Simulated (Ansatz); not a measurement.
`Cl[SiH]1BCN1`. The species carries charge 0 and has multiplicity 1. Geometry: relaxed with PBE0-D4/def2-TZVP.

```xyz
10

Cl   -2.778    0.471    0.698
Si   -1.139   -0.617    0.025
B     0.083    0.383   -1.229
C     1.076    0.428   -0.001
N     0.306   -0.422    0.923
H    -1.666   -2.001   -0.082
H     0.212    0.833   -2.322
H     2.073    0.029   -0.241
H     1.233    1.460    0.354
H     0.600   -0.561    1.875
```

(1) What is the dipole moment at ωB97M-V/def2-TZVPP? (An estimate is asked.)

(2) And with PBE, r2SCAN, B3LYP? (An estimate is asked.)

(3) Give the Mulliken charges with ωB97M-V, r2SCAN, B3LYP in def2-TZVPP. (Best estimate.)

## Answers

(1) Computed: 2.32 D, with components (2.31, -0.21, 0.00) D in this frame, pointing from negative to positive charge.

(2) Ansatz gave: PBE 2.34 D, r2SCAN 2.36 D, B3LYP 2.31 D.

(3) Ansatz gave: 
```tsv
atom	ωB97M-V	r2SCAN	B3LYP
Cl1	-0.24	-0.28	-0.27
Si2	0.33	0.45	0.38
B3	-0.08	0.01	0.01
C4	-0.12	-0.02	-0.09
N5	-0.28	-0.34	-0.30
H6	-0.04	-0.10	-0.09
H7	0.12	0.03	0.06
H8	0.11	0.06	0.09
H9	0.12	0.07	0.09
H10	0.09	0.12	0.11
```

B3LYP here is the variant with VWN-RPA as its local correlation; programs differ in this.
